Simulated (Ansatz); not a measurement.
# Molecular dynamics of BClFH$_{2}$N

input.yaml

```yaml
crystal:
  periodic: [false, false, false]
  atoms:
    - { symbol: B, position_ang: [-0.087332, -0.169525, -0.108996] }
    - { symbol: F, position_ang: [-0.349205, -0.245015, 1.174914] }
    - { symbol: Cl, position_ang: [1.401641, 0.588705, -0.652717] }
    - { symbol: "N", position_ang: [-1.02869, -0.602527, -1.061381] }
    - { symbol: H, position_ang: [-1.946401, -0.889811, -0.712266] }
    - { symbol: H, position_ang: [-0.9882, -0.423497, -2.04833] }
basis:
  gaussian: { orbitals: def2-SVP }
hamiltonian:
  xc: lda
md:
  timestep: 0.25
  n_steps: 250
  ensemble: nvt_langevin
  temperature: 300.0
  initial_velocities: maxwell_boltzmann
  seed: 67965
  friction: 0.001
```

Launched with:

```bash
$ ansatz run input.yaml --threads 1 --pin off --max-ram 2048MiB --backend cpu --events-out ev --progress --plain --runs-dir out
```

It goes on from the last frame of an earlier run, with new velocities.

Output, in part (one step line in 5, the closing report, with atoms numbered from 0):

```
md step     0: t =     0.00 fs  T =   250.0 K  F+E_penalty+E_count = -17357.24325741 eV  E_kin = 0.193890 eV  (25 SCF iters)
md step     5: t =     1.25 fs  T =   198.6 K  F+E_penalty+E_count = -17357.20089305 eV  E_kin = 0.154061 eV  (29 SCF iters)
md step    10: t =     2.50 fs  T =   176.0 K  F+E_penalty+E_count = -17357.18122575 eV  E_kin = 0.136470 eV  (28 SCF iters)
md step    15: t =     3.75 fs  T =   237.1 K  F+E_penalty+E_count = -17357.22547303 eV  E_kin = 0.183919 eV  (28 SCF iters)
md step    20: t =     5.00 fs  T =   214.4 K  F+E_penalty+E_count = -17357.20438437 eV  E_kin = 0.166265 eV  (28 SCF iters)
md step    25: t =     6.25 fs  T =   132.0 K  F+E_penalty+E_count = -17357.13679132 eV  E_kin = 0.102347 eV  (28 SCF iters)
md step    30: t =     7.50 fs  T =   117.1 K  F+E_penalty+E_count = -17357.12549278 eV  E_kin = 0.090781 eV  (30 SCF iters)
md step    35: t =     8.75 fs  T =   164.8 K  F+E_penalty+E_count = -17357.16423572 eV  E_kin = 0.127831 eV  (28 SCF iters)
md step    40: t =    10.00 fs  T =   161.5 K  F+E_penalty+E_count = -17357.16152328 eV  E_kin = 0.125243 eV  (28 SCF iters)
md step    45: t =    11.25 fs  T =    99.6 K  F+E_penalty+E_count = -17357.11164178 eV  E_kin = 0.077237 eV  (29 SCF iters)
md step    50: t =    12.50 fs  T =   137.9 K  F+E_penalty+E_count = -17357.13965072 eV  E_kin = 0.106967 eV  (28 SCF iters)
md step    55: t =    13.75 fs  T =   211.0 K  F+E_penalty+E_count = -17357.19128088 eV  E_kin = 0.163618 eV  (26 SCF iters)
md step    60: t =    15.00 fs  T =   161.1 K  F+E_penalty+E_count = -17357.15679534 eV  E_kin = 0.124949 eV  (28 SCF iters)
md step    65: t =    16.25 fs  T =   120.9 K  F+E_penalty+E_count = -17357.11916126 eV  E_kin = 0.093749 eV  (28 SCF iters)
md step    70: t =    17.50 fs  T =   157.8 K  F+E_penalty+E_count = -17357.14824454 eV  E_kin = 0.122365 eV  (28 SCF iters)
md step    75: t =    18.75 fs  T =   210.6 K  F+E_penalty+E_count = -17357.19198356 eV  E_kin = 0.163358 eV  (28 SCF iters)
md step    80: t =    20.00 fs  T =   179.6 K  F+E_penalty+E_count = -17357.16196549 eV  E_kin = 0.139302 eV  (28 SCF iters)
md step    85: t =    21.25 fs  T =   137.3 K  F+E_penalty+E_count = -17357.13173195 eV  E_kin = 0.106510 eV  (28 SCF iters)
md step    90: t =    22.50 fs  T =   224.7 K  F+E_penalty+E_count = -17357.20643313 eV  E_kin = 0.174272 eV  (28 SCF iters)
md step    95: t =    23.75 fs  T =   262.7 K  F+E_penalty+E_count = -17357.24009496 eV  E_kin = 0.203756 eV  (28 SCF iters)
md step   100: t =    25.00 fs  T =   196.1 K  F+E_penalty+E_count = -17357.19981656 eV  E_kin = 0.152104 eV  (28 SCF iters)
md step   105: t =    26.25 fs  T =   186.6 K  F+E_penalty+E_count = -17357.19497692 eV  E_kin = 0.144720 eV  (28 SCF iters)
md step   110: t =    27.50 fs  T =   253.2 K  F+E_penalty+E_count = -17357.24842557 eV  E_kin = 0.196361 eV  (28 SCF iters)
md step   115: t =    28.75 fs  T =   275.7 K  F+E_penalty+E_count = -17357.26566409 eV  E_kin = 0.213824 eV  (28 SCF iters)
md step   120: t =    30.00 fs  T =   176.2 K  F+E_penalty+E_count = -17357.20100192 eV  E_kin = 0.136655 eV  (29 SCF iters)
md step   125: t =    31.25 fs  T =   175.3 K  F+E_penalty+E_count = -17357.19868505 eV  E_kin = 0.135928 eV  (28 SCF iters)
md step   130: t =    32.50 fs  T =   251.6 K  F+E_penalty+E_count = -17357.25565814 eV  E_kin = 0.195102 eV  (28 SCF iters)
md step   135: t =    33.75 fs  T =   226.0 K  F+E_penalty+E_count = -17357.22617257 eV  E_kin = 0.175283 eV  (28 SCF iters)
md step   140: t =    35.00 fs  T =   147.0 K  F+E_penalty+E_count = -17357.16578438 eV  E_kin = 0.114020 eV  (29 SCF iters)
md step   145: t =    36.25 fs  T =   165.6 K  F+E_penalty+E_count = -17357.17884254 eV  E_kin = 0.128446 eV  (28 SCF iters)
md step   150: t =    37.50 fs  T =   231.4 K  F+E_penalty+E_count = -17357.23097879 eV  E_kin = 0.179460 eV  (26 SCF iters)
md step   155: t =    38.75 fs  T =   202.0 K  F+E_penalty+E_count = -17357.20321528 eV  E_kin = 0.156684 eV  (28 SCF iters)
md step   160: t =    40.00 fs  T =   105.1 K  F+E_penalty+E_count = -17357.12589393 eV  E_kin = 0.081491 eV  (28 SCF iters)
md step   165: t =    41.25 fs  T =   150.3 K  F+E_penalty+E_count = -17357.16364849 eV  E_kin = 0.116604 eV  (28 SCF iters)
md step   170: t =    42.50 fs  T =   187.4 K  F+E_penalty+E_count = -17357.20145943 eV  E_kin = 0.145323 eV  (29 SCF iters)
md step   175: t =    43.75 fs  T =   110.9 K  F+E_penalty+E_count = -17357.14697996 eV  E_kin = 0.086038 eV  (28 SCF iters)
md step   180: t =    45.00 fs  T =    61.9 K  F+E_penalty+E_count = -17357.11378996 eV  E_kin = 0.048020 eV  (22 SCF iters)
md step   185: t =    46.25 fs  T =   120.3 K  F+E_penalty+E_count = -17357.15890844 eV  E_kin = 0.093308 eV  (28 SCF iters)
md step   190: t =    47.50 fs  T =   179.5 K  F+E_penalty+E_count = -17357.20474401 eV  E_kin = 0.139200 eV  (26 SCF iters)
md step   195: t =    48.75 fs  T =   113.2 K  F+E_penalty+E_count = -17357.15529823 eV  E_kin = 0.087795 eV  (28 SCF iters)
md step   200: t =    50.00 fs  T =    71.2 K  F+E_penalty+E_count = -17357.12379802 eV  E_kin = 0.055254 eV  (22 SCF iters)
md step   205: t =    51.25 fs  T =   157.6 K  F+E_penalty+E_count = -17357.19445971 eV  E_kin = 0.122242 eV  (28 SCF iters)
md step   210: t =    52.50 fs  T =   175.1 K  F+E_penalty+E_count = -17357.20379418 eV  E_kin = 0.135831 eV  (28 SCF iters)
md step   215: t =    53.75 fs  T =   108.6 K  F+E_penalty+E_count = -17357.15077500 eV  E_kin = 0.084240 eV  (28 SCF iters)
md step   220: t =    55.00 fs  T =   109.1 K  F+E_penalty+E_count = -17357.14781912 eV  E_kin = 0.084624 eV  (28 SCF iters)
md step   225: t =    56.25 fs  T =   202.6 K  F+E_penalty+E_count = -17357.21463829 eV  E_kin = 0.157150 eV  (28 SCF iters)
md step   230: t =    57.50 fs  T =   223.1 K  F+E_penalty+E_count = -17357.24023813 eV  E_kin = 0.173017 eV  (28 SCF iters)
md step   235: t =    58.75 fs  T =   153.1 K  F+E_penalty+E_count = -17357.18122172 eV  E_kin = 0.118726 eV  (28 SCF iters)
md step   240: t =    60.00 fs  T =   177.7 K  F+E_penalty+E_count = -17357.20055840 eV  E_kin = 0.137837 eV  (28 SCF iters)
md step   245: t =    61.25 fs  T =   261.3 K  F+E_penalty+E_count = -17357.26591593 eV  E_kin = 0.202640 eV  (28 SCF iters)
md step   250: t =    62.50 fs  T =   206.6 K  F+E_penalty+E_count = -17357.22968545 eV  E_kin = 0.160214 eV  (26 SCF iters)
Total energy: -17357.22971157 eV, -637.8664267474 hartree
Atom 0 at    -0.093202    -0.148433    -0.075801 Å, force    -0.595890    -0.004626    -0.334673 eV/Å
Atom 1 at    -0.328600    -0.038035     1.218149 Å, force     0.131218    -0.023191     0.287282 eV/Å
Atom 2 at     1.426489     0.460981    -0.730765 Å, force    -0.026331    -0.065011     0.048702 eV/Å
Atom 3 at    -1.074496    -0.676841    -0.923758 Å, force    -0.728990    -0.513250     0.539444 eV/Å
Atom 4 at    -1.989425    -1.103081    -0.577907 Å, force     1.508410     0.735464    -0.610185 eV/Å
Atom 5 at    -0.861615    -0.743012    -1.923547 Å, force    -0.288417    -0.129386     0.069431 eV/Å
Dipole moment:    -0.409283    -0.267241    -0.331595 e Å
```

The run went to its last step. The mean temperature of the second half is 45 % below the set value. A run of 0.062 ps of so small a system gives no equilibrium averages.

The same pairs are bonded in the first frame and the last. Pairs count as bonded within 1.25 times the sum of covalent radii (0.12 Å more for H–H).

Last frame:

```xyz
6
Properties=species:S:1:pos:R:3
B -0.093 -0.148 -0.076
F -0.329 -0.038 1.218
Cl 1.427 0.461 -0.731
N -1.075 -0.677 -0.924
H -1.989 -1.103 -0.578
H -0.862 -0.743 -1.923
```

The run took 3.4 min on 1 thread of Arm Neoverse V2, with other jobs on the host, peak memory 0.11 GiB.
